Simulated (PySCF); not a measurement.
Tautomers of CC(N)=S. Gas-phase values, no solvent. One relaxed conformer stands for each flexible species; it need not be the lowest. Strings in code marks are SMILES.

The HOMO from two functionals at the same geometries (r2SCAN-D4/def2-TZVP), both in PySCF: PBE-D3(BJ)/def2-TZVP and r2SCAN-D4/def2-TZVP. 

```json
[
 {"species": "`NC(=S)C`", "PBE-D3(BJ)/def2-TZVP (eV)": "-4.83", "r2SCAN-D4/def2-TZVP (eV)": "-5.06"},
 {"species": "`SC(N)=C`", "PBE-D3(BJ)/def2-TZVP (eV)": "-5.12", "r2SCAN-D4/def2-TZVP (eV)": "-5.32"},
 {"species": "`[H]/N=C(/C)S` (N–C–S–H torsion 180°)", "PBE-D3(BJ)/def2-TZVP (eV)": "-6.18", "r2SCAN-D4/def2-TZVP (eV)": "-6.43"}
]
```

Over these rows, drawn at random from the members with no instability flagged (it was tested for open shells, ions and some series alone), PBE minus r2SCAN-D4: mean +0.23 eV, from +0.20 eV to +0.25 eV.
